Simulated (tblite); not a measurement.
Compound: C8H15P.
SMILES with atom numbers: `[CH2:1]=[CH:2][C@@H:3]1[CH2:4][CH2:5][P:6]([CH3:7])[C@@H:8]1[CH3:9]` (hydrogens: H10, H11 on C1; H12 on C2; H13 on C3; H14, H15 on C4; H16, H17 on C5; H18, H19, H20 on C7; H21 on C8; H22, H23, H24 on C9)

Structure used (GFN2-xTB), in Å, numbered top down from 1:
```
atom  x, y, z in Å
C1     2.9813   -0.3006   -1.0436
C2     1.6721   -0.1656   -0.9579
C3     0.8605   -0.5245    0.2459
C4    -0.1100   -1.6681   -0.0760
C5    -1.1929   -1.1073   -0.9967
P6    -1.4670    0.6869   -0.5364
C7    -2.8498    0.4655    0.6806
C8    -0.0297    0.6464    0.6857
C9     0.7057    1.9773    0.7647
H10    3.5288   -0.0359   -1.9322
H11    3.5657   -0.6840   -0.2224
H12    1.1041    0.2303   -1.7910
H13    1.5323   -0.8166    1.0600
H14    0.4103   -2.5066   -0.5423
H15   -0.5562   -2.0228    0.8561
H16   -0.8659   -1.1444   -2.0382
H17   -2.1286   -1.6648   -0.9282
H18   -2.6920   -0.4041    1.3174
H19   -3.7836    0.3505    0.1324
H20   -2.9216    1.3614    1.2954
H21   -0.4420    0.4148    1.6759
H22    0.0281    2.7632    1.0946
H23    1.5326    1.9137    1.4714
H24    1.1061    2.2550   -0.2076
```

Level: GFN2-xTB in tblite, geometry and Hessian alike; calculated harmonic values, unscaled, isolated species. Against measured fundamentals such values can be off by several per cent, at times by over 20. One conformer, not necessarily the lowest.

Harmonic wavenumbers (cm⁻¹): 51.8, 65.4, 149.2, 185.1, 199.0, 230.5, 235.9, 252.4, 294.6, 321.4, 357.4, 430.9, 483.8, 621.0, 664.3, 676.2, 691.3, 731.4, 794.6, 871.1, 872.1, 878.5, 897.4, 928.7, 971.4, 996.2, 1011.6, 1029.2, 1064.5, 1082.2, 1088.5, 1105.8, 1146.6, 1196.5, 1212.0, 1249.2, 1256.5, 1265.2, 1289.1, 1309.7, 1315.6, 1329.9, 1411.0, 1422.9, 1443.6, 1459.7, 1463.9, 1491.0, 1494.6, 1496.3, 1719.1, 2888.5, 2927.8, 2952.9, 2966.4, 2975.2, 2982.1, 2986.5, 3006.6, 3007.5, 3010.6, 3018.8, 3036.8, 3044.0, 3094.0, 3120.9.

A = 2219, B = 1072, C = 866.3 MHz; mass 142.091 u (most abundant isotopes); point group C1, symmetry number 1.

Zero-point energy?

½Σν̃ = 45612 cm⁻¹ = 545.64 kJ/mol.

Give the ideal-gas entropy at 500 K and 1 bar in the rigid-rotor, harmonic-oscillator model (classical rotation).

Translation 181.42, rotation 129.61, vibration 229.70: S = 540.7 J/(mol K).

And Cp and H(500 K) − H(0)?

Cp = 281.80 J/(mol K), of which vibrations give 248.54 (their classical limit is 66 R = 548.8); H(500 K) − H(0) = 78.11 kJ/mol without the zero-point energy, 61.48 from vibrations.

Blend soft modes into free rotors: weight 1/[1 + (100 cm⁻¹/ν̃)⁴] for the oscillator and the rest for a rotor with moment μB/(μ + B), μ = h/(8π²ν), B = 10⁻⁴⁴ kg m². What vibrational entropy results?

216.63 J/(mol K) in place of 229.70, which changes −T·S at 500 K by +6.53 kJ/mol.

What must be added to the electronic energy to get the Gibbs energy at 500 K and 1 bar?

ZPE + [H(500 K) − H(0)] − T·S = 545.64 + 78.11 − 270.36 = 353.39 kJ/mol.

Which modes carry the vibrational entropy at 500 K?

51.8 cm⁻¹: 24.15; 65.4 cm⁻¹: 22.21; 149.2 cm⁻¹: 15.41; 185.1 cm⁻¹: 13.65; 199.0 cm⁻¹: 13.06; 230.5 cm⁻¹: 11.88 J/(mol K); the other 60 give 129.34 together.

Hindered rotation and anharmonicity are outside this model. Other conformers, if any are populated, would add a mixing term that is left out. The structure is chiral; the term R ln 2 for an equal mix with its mirror image is left out.
